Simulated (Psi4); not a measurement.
A dimer, COS ··· Na+ (SMILES O=C=S and [Na+]) (charge +1); the first 3 atoms form monomer A.

```
4

O     -1.2663    -0.2515     0.0000
C     -0.1330    -0.0264     0.0000
S      1.3993     0.2779     0.0000
Na    -6.4840    -1.4333     0.0004
```

Q: What interaction energy does SAPT0/jun-cc-pVDZ, all electrons correlated (Psi4) give, and which attractive term is the largest?

A: Total -9.96 kJ/mol: electrostatics -7.48, exchange 0.00, induction -2.48, dispersion 0.00. The most attractive term is electrostatics.
